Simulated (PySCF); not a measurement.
# Two-photon absorption: 3-methoxybenzenethiol (SMILES COC1=CC=CC(S)=C1)

Molfile (atoms numbered from 1):
```
C7H8OS
     RDKit          3D

 17 17  0  0  0  0  0  0  0  0999 V2000
   -2.3259   -0.9059    0.7222 C   0  0  0  0  0  0  0  0  0  0  0  0
   -1.1233   -1.1174    0.0380 O   0  0  0  0  0  0  0  0  0  0  0  0
   -0.1398   -0.2027    0.1558 C   0  0  0  0  0  0  0  0  0  0  0  0
   -0.2336    0.9626    0.9234 C   0  0  0  0  0  0  0  0  0  0  0  0
    0.8570    1.8334    0.9649 C   0  0  0  0  0  0  0  0  0  0  0  0
    2.0256    1.5686    0.2648 C   0  0  0  0  0  0  0  0  0  0  0  0
    2.1136    0.3971   -0.5042 C   0  0  0  0  0  0  0  0  0  0  0  0
    3.6225    0.1098   -1.3750 S   0  0  0  0  0  0  0  0  0  0  0  0
    1.0344   -0.4814   -0.5561 C   0  0  0  0  0  0  0  0  0  0  0  0
   -2.8277    0.0221    0.3952 H   0  0  0  0  0  0  0  0  0  0  0  0
   -2.1748   -0.8605    1.8153 H   0  0  0  0  0  0  0  0  0  0  0  0
   -2.9748   -1.7599    0.4897 H   0  0  0  0  0  0  0  0  0  0  0  0
   -1.1369    1.1993    1.4847 H   0  0  0  0  0  0  0  0  0  0  0  0
    0.7867    2.7448    1.5638 H   0  0  0  0  0  0  0  0  0  0  0  0
    2.8681    2.2618    0.3101 H   0  0  0  0  0  0  0  0  0  0  0  0
    3.2623   -1.0649   -1.9314 H   0  0  0  0  0  0  0  0  0  0  0  0
    1.0670   -1.4010   -1.1435 H   0  0  0  0  0  0  0  0  0  0  0  0
  1  2  1  0
  2  3  1  0
  3  4  1  0
  4  5  2  0
  5  6  1  0
  6  7  2  0
  7  8  1  0
  7  9  1  0
  9  3  2  0
  1 10  1  0
  1 11  1  0
  1 12  1  0
  4 13  1  0
  5 14  1  0
  6 15  1  0
  8 16  1  0
  9 17  1  0
M  END
```

Method used: TDDFT CAM-B3LYP/aug-cc-pVDZ excited states, vertical, gas phase (PySCF 2.14.0). Geometry: PBE0-D3(BJ)/def2-SVP.

Problem. How strongly do the lowest singlets absorb one photon, and two photons of half the energy?

Solution. δ for parallel linear polarisation; σ at the peak of a Lorentzian of half width 0.1 eV, single beam; Ω is circular over linear.
| state | E (eV) | f | photon λ (nm) | δ (au) | σ (GM) | Ω | main |
| --- | --- | --- | --- | --- | --- | --- | --- |
| S1 | 4.91 | 0.047 | 505 | 13.8 | 0.12 | 1.40 | HOMO→LUMO+2 0.65, HOMO−1→LUMO+4 0.13 |
| S2 | 5.08 | 0.003 | 488 | 6.17 | 0.06 | 1.50 | HOMO→LUMO+1 0.29, HOMO→LUMO+8 0.23 |
| S3 | 5.44 | 0.074 | 456 | 165 | 1.79 | 0.72 | HOMO→LUMO+4 0.41, HOMO−1→LUMO+2 0.38 |
| S4 | 5.69 | 0.006 | 436 | 54.8 | 0.65 | 1.50 | HOMO→LUMO 0.51, HOMO−1→LUMO 0.19 |
| S5 | 5.74 | 0.016 | 432 | 139 | 1.68 | 1.50 | HOMO→LUMO+1 0.30, HOMO→LUMO+8 0.26 |
| S6 | 6.02 | 0.225 | 412 | 16.4 | 0.22 | 1.50 | HOMO−1→LUMO+2 0.49, HOMO→LUMO+4 0.46 |

Among these, the strongest one-photon state is S6, the strongest two-photon state S3, with a dipole change of 1.6 D (relaxed, norm of the difference vector).
